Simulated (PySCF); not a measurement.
PySCF input (B3PW91/6-31G* (5d)):

```python
from pyscf import gto, dft

mol = gto.M(
    atom='''
    C     1.60886800   -1.15479900    0.59394900
    N     0.98049800   -0.06112400   -0.12367800
    B    -0.37323600    0.29639500   -0.17186800
    C    -0.79036800    1.56391800   -1.02031600
    C    -1.47096700   -0.52584500    0.62121100
    H     2.33145000   -0.78879500    1.32927200
    H     2.13308700   -1.83342600   -0.08536500
    H     0.85428700   -1.72873000    1.12655100
    H     1.63654400    0.50917200   -0.63591700
    H    -1.34872400    2.27609200   -0.40372700
    H     0.04808900    2.10131200   -1.47180000
    H    -1.47233100    1.27516500   -1.82727900
    H    -1.30240800   -1.60536800    0.62481000
    H    -2.47397600   -0.34841600    0.22821600
    H    -1.48852300   -0.21075500    1.67126600
    ''',
    basis='6-31g*',
    charge=0,
    spin=0,
    verbose=4,
)

mf = dft.RKS(mol, xc='b3pw91')
mf.grids.level = 3
mf.conv_tol = 1e-9
mf.max_cycle = 100
mf.max_memory = 1500
mf.kernel()
if not mf.converged:
    mf = mf.newton()
    mf.kernel(mf.make_rdm1())
mf.dip_moment()
```

Output:

```
PySCF version 2.14.0

[INPUT] verbose = 4
[INPUT] num. atoms = 15
[INPUT] num. electrons = 40
[INPUT] charge = 0
[INPUT] spin (= nelec alpha-beta = 2S) = 0
[INPUT] symmetry False subgroup None
[INPUT] Mole.unit = angstrom
[INPUT] Symbol           X                Y                Z      unit          X                Y                Z       unit  Magmom
[INPUT]  1 C      1.608868000000  -1.154799000000   0.593949000000 AA    3.040319890577  -2.182253838922   1.122400941959 Bohr   0.0
[INPUT]  2 N      0.980498000000  -0.061124000000  -0.123678000000 AA    1.852872685684  -0.115507619638  -0.233717547634 Bohr   0.0
[INPUT]  3 B     -0.373236000000   0.296395000000  -0.171868000000 AA   -0.705313819828   0.560105374690  -0.324783449577 Bohr   0.0
[INPUT]  4 C     -0.790368000000   1.563918000000  -1.020316000000 AA   -1.493579057620   2.955376701278  -1.928117800512 Bohr   0.0
[INPUT]  5 C     -1.470967000000  -0.525845000000   0.621211000000 AA   -2.779724768273  -0.993703033972   1.173918655567 Bohr   0.0
[INPUT]  6 H      2.331450000000  -0.788795000000   1.329272000000 AA    4.405801973117  -1.490606518426   2.511960025053 Bohr   0.0
[INPUT]  7 H      2.133087000000  -1.833426000000  -0.085365000000 AA    4.030950229870  -3.464673009657  -0.161316470623 Bohr   0.0
[INPUT]  8 H      0.854287000000  -1.728730000000   1.126551000000 AA    1.614368461776  -3.266826243319   2.128872855355 Bohr   0.0
[INPUT]  9 H      1.636544000000   0.509172000000  -0.635917000000 AA    3.092619950800   0.962195630297  -1.201708967955 Bohr   0.0
[INPUT] 10 H     -1.348724000000   2.276092000000  -0.403727000000 AA   -2.548718977628   4.301190514314  -0.762933459092 Bohr   0.0
[INPUT] 11 H      0.048089000000   2.101312000000  -1.471800000000 AA    0.090875039604   3.970904182262  -2.781298910135 Bohr   0.0
[INPUT] 12 H     -1.472331000000   1.275165000000  -1.827279000000 AA   -2.782302354707   2.409712613631  -3.453056863169 Bohr   0.0
[INPUT] 13 H     -1.302408000000  -1.605368000000   0.624810000000 AA   -2.461194422443  -3.033705849141   1.180719779889 Bohr   0.0
[INPUT] 14 H     -2.473976000000  -0.348416000000   0.228216000000 AA   -4.675137078747  -0.658410817416   0.431265737244 Bohr   0.0
[INPUT] 15 H     -1.488523000000  -0.210755000000   1.671266000000 AA   -2.812900800116  -0.398269229383   3.158235021297 Bohr   0.0

nuclear repulsion = 170.295992775832
number of shells = 50
number of NR pGTOs = 175
number of NR cGTOs = 90
basis = 6-31g*
ecp = {}

******** <class 'pyscf.dft.rks.RKS'> ********
method = RKS
initial guess = minao
damping factor = 0
level_shift factor = 0
DIIS = <class 'pyscf.scf.diis.CDIIS'>
diis_start_cycle = 1
diis_space = 8
diis_damp = 0
SCF conv_tol = 1e-09
SCF conv_tol_grad = None
SCF max_cycles = 100
direct_scf = True
direct_scf_tol = 1e-13
XC library pyscf.dft.libxc version 7.1.2
    S. Lehtola, C. Steigemann, M. J. T. Oliveira, and M. A. L. Marques,  SoftwareX 7, 1–5 (2018)
XC functionals = b3pw91
    A. D. Becke,  J. Chem. Phys. 98, 5648 (1993)
radial grids:
    Treutler-Ahlrichs [JCP 102, 346 (1995); DOI:10.1063/1.469408] (M4) radial grids

becke partition: Becke, JCP 88, 2547 (1988); DOI:10.1063/1.454033
pruning grids: <function nwchem_prune>
grids dens level: 3
symmetrized grids: False
atomic radii adjust function: <function treutler_atomic_radii_adjust>
small_rho_cutoff = 0
Set gradient conv threshold to 3.16228e-05
Initial guess from minao.
tot grids = 168384
init E= -200.082655347326
  HOMO = -0.312625835390467  LUMO = -0.0495471653033532  gap/eV = 7.15874
cycle= 1 E= -199.84219402839  delta_E= 0.24  |g|= 0.545  |ddm|= 3.24
  HOMO = -0.176982075656448  LUMO = 0.118458634202075  gap/eV = 8.03935
cycle= 2 E= -199.825776123741  delta_E= 0.0164  |g|= 0.602  |ddm|= 1.08
  HOMO = -0.255855458868722  LUMO = 0.0516123028420092  gap/eV = 8.36662
cycle= 3 E= -199.921283063606  delta_E= -0.0955  |g|= 0.0427  |ddm|= 0.584
  HOMO = -0.249363089784539  LUMO = 0.0523007053855777  gap/eV = 8.20869
cycle= 4 E= -199.921533336563  delta_E= -0.00025  |g|= 0.0262  |ddm|= 0.0486
  HOMO = -0.251988071601516  LUMO = 0.05269755871115  gap/eV = 8.29092
cycle= 5 E= -199.921684297508  delta_E= -0.000151  |g|= 0.00358  |ddm|= 0.0205
  HOMO = -0.251652171255469  LUMO = 0.0526820072862693  gap/eV = 8.28135
cycle= 6 E= -199.921687089322  delta_E= -2.79e-06  |g|= 0.00117  |ddm|= 0.00363
  HOMO = -0.25175665493319  LUMO = 0.0526343563504263  gap/eV = 8.28290
cycle= 7 E= -199.9216874379  delta_E= -3.49e-07  |g|= 0.000113  |ddm|= 0.00105
  HOMO = -0.251770805139506  LUMO = 0.0526135242846273  gap/eV = 8.28272
cycle= 8 E= -199.921687440693  delta_E= -2.79e-09  |g|= 4.29e-05  |ddm|= 0.000151
  HOMO = -0.251766903144557  LUMO = 0.0526197993781095  gap/eV = 8.28278
cycle= 9 E= -199.921687441198  delta_E= -5.05e-10  |g|= 6.01e-06  |ddm|= 4.71e-05
  HOMO = -0.251766644123142  LUMO = 0.0526191229576698  gap/eV = 8.28276
Extra cycle  E= -199.9216874412  delta_E= -2.56e-12  |g|= 5.84e-06  |ddm|= 1.09e-05
converged SCF energy = -199.9216874412
Dipole moment(X, Y, Z, Debye):  1.37519, -0.35381,  0.12823
```

The geometry given is a B3LYP-D3(BJ)/def2-TZVP minimum.
